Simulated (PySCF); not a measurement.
C₆H₅NO₂.
SMILES: `N#C[C@H]1C(OC=C1C)=O`

Method used: PBE0/pcSseg-1 in PySCF (dipole) on a GFN2-xTB geometry, gas phase.

Masses are those of the commonest isotopes; rigid-rotor values at the optimised geometry. 

Q: What are A, B and C (MHz)?

A: Ia = 237.67, Ib = 272.06, Ic = 459.54 u·Å²; 505379 MHz·u·Å²/I gives A = 2126, B = 1858, C = 1100 MHz.

Q: Classify the top.

A: An asymmetric top. Ray's parameter κ = (2B − A − C)/(A − C) = 0.476; −1 is the prolate and +1 the oblate limit.

Q: What does the inertial defect say?

A: Not planar: Δ = Ic − Ia − Ib = -50.19 u·Å². For a rigid frame Δ = −2 Σ m c², so Σ m c² = 25.10 u·Å² lies off the ab plane: 5.76 from hydrogen and 19.34 from heavier atoms. The atom farthest from that plane is 1.69 Å away.

Q: Give the other two planar moments, Paa and Pbb, and the rms extents of the mass along the axes.

A: Paa = Σ m a² = (Ib + Ic − Ia)/2 = 246.97 and Pbb = Σ m b² = (Ia + Ic − Ib)/2 = 212.58 u·Å². With the mass M = 123.03 u, the rms extents √(P/M) along a, b and c are 1.42, 1.31, 0.45 Å.

Q: Where do the levels up to J = 3 lie, in MHz?

A: Above 0(0,0):
J = 1: 1(0,1) 2957, 1(1,1) 3226, 1(1,0) 3984
J = 2: 2(0,2) 8323, 2(1,2) 8383, 2(1,1) 10656, 2(2,1) 11463, 2(2,0) 12012
J = 3: 3(0,3) 15831, 3(1,3) 15840, 3(1,2) 20053, 3(2,2) 20335, 3(2,1) 22248, 3(3,1) 23852, 3(3,0) 24185
The levels of one J sum to (2J + 1)J(J + 1)(A + B + C)/3.

Q: Predict some low-J microwave lines.

A: The dipole components are |μa| = 3.29 D, |μb| = 4.17 D, |μc| = 1.59 D. The squared components, which scale the intensities, stand as 0.62 : 1.00 : 0.14 (a : b : c). Some lines, for components of 0.1 D or more:

```tsv
type	branch	J(Ka,Kc)	MHz	lower level (cm⁻¹)
a	Q	1(1,0) ← 1(1,1)	758	0.108
a	Q	4(3,1) ← 4(3,2)	1476	1.211
b	Q	4(3,1) ← 4(2,2)	2232	1.186
a	Q	2(1,1) ← 2(1,2)	2274	0.280
c	R	1(1,0) ← 0(0,0)	3984	0.000
a	Q	3(1,2) ← 3(1,3)	4214	0.528
b	Q	4(2,3) ← 4(1,4)	6161	0.851
a	R	3(1,3) ← 2(1,2)	7457	0.280
a	R	4(1,4) ← 3(1,3)	9677	0.528
a	R	3(2,1) ← 2(2,0)	10236	0.401
c	R	3(2,1) ← 2(1,1)	11591	0.355
b	R	4(2,2) ← 3(3,1)	11709	0.796
b	R	5(1,4) ← 4(2,3)	13618	1.057
b	R	4(3,2) ← 3(2,1)	14070	0.742
b	R	5(3,2) ← 4(4,1)	14429	1.348
b	R	5(3,3) ← 4(2,2)	15904	1.186
a	R	5(4,2) ← 4(4,1)	15946	1.348
b	R	4(4,1) ← 3(3,0)	16238	0.807
b	R	5(5,0) ← 4(4,1)	20862	1.348
b	R	5(2,3) ← 4(1,4)	25730	0.851
```

Whether it is a minimum is left open (no frequencies). Zero-point vibration and centrifugal distortion are left out. A rigid rotor knows nothing of internal rotation, which can split or shift real lines. Quadrupole hyperfine structure (14N) is left out.
